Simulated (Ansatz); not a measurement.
Input and output for `[NH2][Hf]([OH])([F])[Cl]`.

```yaml
crystal:
  periodic: [false, false, false]
  atoms:
    - {symbol: N, position_ang: [1.389114, 0.587056, 0.106761]}
    - {symbol: Hf, position_ang: [-0.406091, -0.157910, -0.431980]}
    - {symbol: O, position_ang: [-1.203747, -0.818067, 1.167681]}
    - {symbol: F, position_ang: [-0.118273, -1.501794, -1.759311]}
    - {symbol: Cl, position_ang: [-1.730386, 1.543098, -1.417431]}
    - {symbol: H, position_ang: [2.133859, 0.842004, -0.527264]}
    - {symbol: H, position_ang: [1.691139, 0.762635, 1.054399]}
    - {symbol: H, position_ang: [-1.755615, -1.257023, 1.807143]}
basis:
  gaussian: {orbitals: def2-TZVP}
magnetization: {spin_polarized: true, initial_magnetization: 2}
hamiltonian: {xc: {name: SPW92}}
scf: {lower_state_search: full}
output: {forces: true}
```

```sh
$ ansatz run in.yaml --threads 4 --pin off --events-out ev --progress --plain --max-ram 10444MiB
```

Output, abridged:

```
Functional definition: SPW92
1195 factors; their error is unknown
mean field evaluation 1: about -20024.1029 eV, gradient 8.0e1 eV
mean field evaluation 2: about -19755.6533 eV, gradient 2.2e2 eV
mean field evaluation 4: about -20017.2606 eV, gradient 8.3e1 eV
mean field evaluation 8: about -20048.9607 eV, gradient 1.1e1 eV
mean field evaluation 16: about -20049.7379 eV, gradient 5.1e-2 eV
mean field evaluation 32: about -20049.7379 eV, gradient 1.2e-4 eV
mean field evaluation 224: about -20049.7379 eV, gradient 6.5e-5 eV
mean field -20049.73789861 eV, -736.8142775735 hartree, gradient 8.7e-6 eV, S^2 2.002066; 18 other end points of the search recorded, 0 dependent functions left out
reference -20049.73795463 eV, -736.8142796321 hartree; 29, 27 occupied and 159, 161 virtual orbitals, 1195 factors
Total energy: -20049.73795463 eV, -736.8142796321 hartree
Atom 0 at     1.389114     0.587056     0.106761 Å, force     1.033909     0.272094    -0.214772 eV/Å
Atom 1 at    -0.406091    -0.157910    -0.431980 Å, force    -1.724587    -0.942173    -1.507667 eV/Å
Atom 2 at    -1.203747    -0.818067     1.167681 Å, force     0.591993     0.469703    -0.100317 eV/Å
Atom 3 at    -0.118273    -1.501794    -1.759311 Å, force    -0.221501     0.102853    -0.143662 eV/Å
Atom 4 at    -1.730386     1.543098    -1.417431 Å, force    -0.356514     0.054067    -0.271735 eV/Å
Atom 5 at     2.133859     0.842004    -0.527264 Å, force     0.482067     0.142608    -0.529674 eV/Å
Atom 6 at     1.691139     0.762635     1.054399 Å, force     0.636169     0.306310     2.068020 eV/Å
Atom 7 at    -1.755615    -1.257023     1.807143 Å, force    -0.441537    -0.405462     0.699807 eV/Å
Dipole moment:     0.292646     0.092593     0.533534 e Å
```

Run time 16 s (4 threads of an Arm Neoverse V2 on a shared host); peak host memory 0.5 GiB.
